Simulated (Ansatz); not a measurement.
Consider the substitution at a C–C bond: `CCC(C)(C)C(C)=O` + `CN[SiH3]` → `CCN(C)[SiH3]` + `CC(=O)C(C)C`.

Computed with Ansatz on PBE0-D4/def2-TZVP structures; ΔE is electronic, products minus reactants. CBS: MP2 limit from def2 TZ/QZ plus the TZ coupled-cluster correction, frozen cores. Functionals use def2-TZVPP. B3LYP here is the variant with VWN-RPA as its local correlation; programs differ in this. Each species was taken in one conformer, which may not be the lowest.

`CCC(C)(C)C(C)=O`:

Z-matrix (Å, degrees):
```
C
C 1 1.519
H 1 1.093 2 112.1
H 1 1.092 2 110.4 3 119.5
H 1 1.092 2 111.2 3 -121.5
C 2 1.531 1 115.3 3 63.0
H 2 1.092 1 109.2 3 -175.2
H 2 1.096 1 109.7 3 -58.5
C 6 1.535 2 108.6 1 -178.0
C 6 1.527 2 111.3 1 -57.9
C 6 1.532 2 110.0 1 67.0
H 9 1.092 6 110.8 2 -57.0
H 9 1.093 6 109.6 2 62.5
H 9 1.093 6 111.9 2 -178.1
H 10 1.092 6 112.3 2 66.4
H 10 1.093 6 109.5 2 -53.1
H 10 1.092 6 111.8 2 -172.1
C 11 1.507 6 118.3 2 -157.8
O 11 1.207 6 121.2 2 24.3
H 18 1.094 11 109.6 6 72.6
H 18 1.092 11 111.8 6 -45.6
H 18 1.088 11 109.3 6 -167.8
```

`CN[SiH3]`:

```xyz
10

C    -0.822   -1.088    0.307
N     0.118   -0.040    0.644
Si    0.694    1.102   -0.499
H    -1.388   -1.402    1.188
H    -1.546   -0.708   -0.419
H    -0.353   -1.979   -0.132
H     0.721   -0.272    1.417
H    -0.474    1.779   -1.125
H     1.509    0.532   -1.617
H     1.541    2.077    0.236
```

`CCN(C)[SiH3]`:

Z-matrix (Å, degrees):
```
C
C 1 1.522
H 1 1.093 2 110.6
H 1 1.092 2 111.6 3 -119.7
H 1 1.093 2 110.9 3 119.9
N 2 1.448 1 115.0 3 -179.9
H 2 1.095 1 109.3 3 -58.0
H 2 1.099 1 109.3 3 57.9
Si 6 1.716 2 121.3 1 91.9
C 6 1.443 2 115.2 1 -70.2
H 9 1.487 6 107.8 2 37.6
H 9 1.488 6 108.1 2 158.0
H 9 1.497 6 115.8 2 -82.3
H 10 1.097 6 110.2 2 -52.0
H 10 1.093 6 110.1 2 -170.5
H 10 1.099 6 113.7 2 68.9
```

`CC(=O)C(C)C`:

```xyz
16

C    -0.701    0.654    1.631
C    -0.091    1.178    0.357
O     0.161    2.350    0.220
C     0.218    0.182   -0.748
C     1.534   -0.526   -0.427
C    -0.906   -0.816   -0.988
H    -1.758    0.431    1.460
H    -0.228   -0.275    1.956
H    -0.623    1.411    2.410
H     0.364    0.790   -1.645
H     2.343    0.191   -0.280
H     1.449   -1.139    0.474
H     1.812   -1.189   -1.250
H    -1.056   -1.470   -0.125
H    -0.665   -1.453   -1.842
H    -1.853   -0.316   -1.203
```

```csv
level,ΔE (kcal/mol),difference from CCSD(T)/CBS
PBE-D4,4.9,-2.2
B3LYP-D4,4.7,-2.4
ωB97X-V,6.1,-1.0
PBE,4.1,-3.0
r2SCAN,5.8,-1.3
PBE0,4.8,-2.3
HF/def2-QZVPP,3.5,-3.6
MP2/def2-QZVPP,8.0,0.9
HF/CBS(def2),3.5,-3.6
CCSD/CBS(def2),6.7,-0.4
CCSD(T)/CBS,7.1,0
```

Largest T1 diagnostic among the species: 0.012.

In def2-TZVPP, CCSD(T) changes the Hartree–Fock value by +3.4 kcal/mol (the triples alone add +0.4 kcal/mol) and MP2 by +4.3 kcal/mol. The D4 term adds +1.2 kcal/mol with B3LYP and +0.7 kcal/mol with PBE0; it sums over pairs of atoms, weighted by their polarisabilities, and B3LYP, whose exchange is more repulsive, gets the larger term.

CCSD(T)/CBS has its own doubt, a few kJ/mol and more with outer-core shells, so smaller differences from it don't rank the levels.
